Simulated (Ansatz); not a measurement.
Total energies of `[O]=[Nb]` radical.

```
atom   x (Å)   y (Å)   z (Å)
  O1   0.627  -0.200  -0.512
 Nb2  -0.627   0.200   0.512
```

Total charge 0; spin multiplicity 2. Correlated methods include outer-core shells of Nb, which these sets cover unevenly. Nb takes the def2 core potential. Geometry: relaxed with PBE0-D4/def2-TZVP. Basis def2-TZVPP, the Gaussian-basis code of Ansatz.

RPA on PBE orbitals: Hartree–Fock energy of these orbitals -131.19876 Eh, correlation -0.93455 Eh (frozen core).

```json
{"functional": "PBE", "energy without D4 (Eh)": "-132.13996", "D4 term (kJ/mol)": "-4.4"}
{"functional": "BLYP", "energy without D4 (Eh)": "-132.17061", "D4 term (kJ/mol)": "-9.7"}
{"functional": "r2SCAN", "energy without D4 (Eh)": "-132.18578", "D4 term (kJ/mol)": "-0.8"}
{"functional": "PBE0", "energy without D4 (Eh)": "-132.09250", "D4 term (kJ/mol)": "-3.6"}
{"functional": "B3LYP", "energy without D4 (Eh)": "-132.20786", "D4 term (kJ/mol)": "-7.3"}
{"functional": "BHLYP", "energy without D4 (Eh)": "-132.03829", "D4 term (kJ/mol)": "-6.6"}
{"functional": "CAM-B3LYP", "energy without D4 (Eh)": "-132.11320", "D4 term (kJ/mol)": "-3.7"}
{"functional": "LC-ωPBE", "energy without D4 (Eh)": "-132.13573", "D4 term (kJ/mol)": "–"}
{"functional": "ωB97X-V", "energy without D4 (Eh)": "-132.10587", "D4 term (kJ/mol)": "–"}
{"functional": "ωB97M-V", "energy without D4 (Eh)": "-132.07108", "D4 term (kJ/mol)": "–"}
```

Task: Give the same for LDA (SPW92), revPBE, B97M-V, r2SCANh, r2SCAN0, HSE06 (plane-wave form), B2PLYP, PBE-QIDH. (An estimate is asked.)

Result: Ansatz gave: 
| functional | energy without D4 (Eh) | D4 term (kJ/mol) |
| --- | --- | --- |
| LDA (SPW92) | -131.53587 | – |
| revPBE | -132.22600 | -11.6 |
| B97M-V | -132.16565 | – |
| r2SCANh | -132.15945 | -0.9 |
| r2SCAN0 | -132.12095 | -1.0 |
| HSE06 (plane-wave form) | -132.08883 | -3.4 |
| B2PLYP | -132.05501 | – |
| PBE-QIDH | -132.01384 | – |

B3LYP takes the VWN-RPA correlation (the form of Gaussian; ORCA's B3LYP/G). HSE06 is the plane-wave form, built on full-range PBE exchange. The double hybrids freeze the cores in their second-order part.

LC-ωPBE has ω = 0.4 bohr⁻¹.
